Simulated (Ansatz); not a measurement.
Molecule: GeBr, net charge 0, doublet state. SMILES: [Br][Ge]
Geometry: optimised at B3LYP-D3(BJ)/def2-TZVP (Ansatz, a program for electronic structure).

Parts of the frozen-core correlation energy in cc-pVDZ (Ansatz, hartree). Frozen orbitals: 28; correlated occupied orbitals by spin: 6 and 5; virtual: 20 and 21. Open shells are spin-unrestricted. No spin-orbit coupling. Non-relativistic.

| term | value |
|---|---|
| reference (HF) | -4647.74327 |
| MP2 opposite-spin | -0.12473 |
| MP2 same-spin | -0.04250 |
| CCSD correlation | -0.19078 |
| (T) | -0.00502 |
| CCSDT minus CCSD(T) | -0.00075 |
| T1 diagnostic | 0.019 |
| largest doubles amplitude | 0.066 |
| <S^2> of the reference | 0.763 |
